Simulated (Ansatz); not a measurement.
Relaxation of C₂H₇GeIO (12 atoms, charge 0, multiplicity 1), to a largest force component of 0.015 eV/Å in at most 40 steps.

All numbers below come from Ansatz, RKS B3LYP/def2-SVP.

```xyz
12
Properties=species:S:1:pos:R:3
Ge -1.078 -0.892 1.113
C 0.674 -0.266 0.645
O 0.604 1.003 0.004
C 0.644 0.859 -1.387
I 1.028 -1.185 -1.856
H -1.953 -1.048 -0.194
H -1.024 -2.177 1.894
H -1.771 0.251 1.969
H 1.197 -1.031 0.086
H 1.246 -0.160 1.618
H 1.609 1.438 -1.737
H -0.225 1.193 -1.892
```

Problem. Where does it end, and by what steps?

Solution. The run converged. After 22 steps the energy has fallen by 2.120 eV; I5 moved furthest, 1.56 Å. Parted: C2–I5, I5–H9.

| step | energy less start (eV) | largest force component (eV/Å) | accepted |
| --- | --- | --- | --- |
| 0 | 0.0000 | 5.123 | yes |
| 1 | -1.1748 | 1.994 | yes |
| 2 | -1.4813 | 1.123 | yes |
| 3 | -1.7231 | 0.638 | yes |
| 4 | -1.8468 | 0.524 | yes |
| 5 | -1.9312 | 0.860 | yes |
| 6 | -2.0460 | 0.496 | yes |
| 7 | -2.0797 | 0.444 | yes |
| 8 | -2.0912 | 0.283 | yes |
| 9 | -2.0961 | 0.235 | yes |
| 10 | -2.1052 | 0.132 | yes |
| 11 | -2.1095 | 0.115 | yes |
| 12 | -2.1064 | 0.372 | no |
| 13 | -2.1123 | 0.047 | yes |
| 14 | -2.1137 | 0.048 | yes |
| 15 | -2.1161 | 0.110 | yes |
| 16 | -2.1172 | 0.122 | yes |
| 17 | -2.1187 | 0.096 | yes |
| 18 | -2.1194 | 0.089 | yes |
| 19 | -2.1198 | 0.075 | yes |
| 20 | -2.1202 | 0.041 | yes |
| 21 | -2.1203 | 0.056 | yes |
| 22 | -2.1205 | 0.013 | yes |

```xyz
12
Properties=species:S:1:pos:R:3
Ge -1.215 -0.641 1.253
C 0.688 -0.409 0.695
O 0.905 0.761 -0.092
C 0.654 0.673 -1.418
I 2.228 -0.494 -2.581
H -2.135 -0.720 0.017
H -1.330 -1.949 2.063
H -1.640 0.557 2.124
H 1.055 -1.303 0.161
H 1.300 -0.289 1.600
H 0.707 1.667 -1.871
H -0.266 0.132 -1.687
```

Time of the run: 86 s on 2 threads of Intel(R) Xeon(R) 6975P-C (Granite Rapids), with other jobs on the host, peak memory 0.47 GiB.
